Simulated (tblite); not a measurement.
Compound: C9H13P.
Geometry (GFN2-xTB, Å), atoms numbered from 1 in this order:
```xyz
23
C9H13P angstrom
C     -2.6697   -2.2533    0.1328
C     -2.2783   -1.0106   -0.1223
C     -0.9005   -0.6094   -0.3595
C      0.0718   -1.4320   -0.8186
P      1.6023   -0.5444   -1.1353
C      2.6574   -1.1677    0.2637
C      0.8764    0.9355   -0.3547
C      1.6979    2.1719   -0.1896
C     -0.4339    0.7524   -0.0901
C     -1.3732    1.7681    0.4783
H     -1.9682   -3.0674    0.2041
H     -3.7056   -2.4993    0.2924
H     -3.0148   -0.2185   -0.1552
H     -0.0790   -2.4551   -1.1186
H      2.1016   -1.1443    1.1986
H      3.5434   -0.5403    0.3366
H      2.9636   -2.1868    0.0373
H      2.5261    1.9846    0.4953
H      1.1144    3.0036    0.1976
H      2.1237    2.4666   -1.1484
H     -1.8758    1.3657    1.3574
H     -2.1333    2.0320   -0.2582
H     -0.8512    2.6759    0.7667
```

Level: GFN2-xTB in tblite, geometry and Hessian alike; calculated harmonic values, unscaled, isolated species. Errors from tens to a few hundred cm⁻¹ against measured bands are possible. One conformer, not necessarily the lowest. The optimisation stopped once no atom felt more than 0.01 eV/Å.

Lowest wavenumbers of the output (negative numbers stand for imaginary wavenumbers):
```
mode    cm-1
  1     -97.0
  2      61.8
  3      85.6
  4      99.0
  5     143.9
  6     164.3
  7     177.6
  8     206.6
  9     276.2
 10     292.4
 11     310.5
 12     328.9
 13     415.1
 14     448.8
 15     484.3
```

Task: Is this structure a minimum?

Result: No. 1 mode is imaginary beyond 20i (97i cm⁻¹), so at this level the point lies at or near a first-order saddle.

Task: Which atoms move in the imaginary mode?

Result: 97i: H18 (methyl hydrogen) 34 %, H20 (methyl hydrogen) 34 %, H19 (methyl hydrogen) 30 %. These are shares of the mass-weighted motion.

Task: What is the remedy?

Result: Step along that mode in both directions, optimise again with tighter thresholds and repeat the frequencies. The zero-point energy of this point (117.9 kcal/mol) counts the 62 real modes alone, and thermal corrections from it aren't those of a minimum.
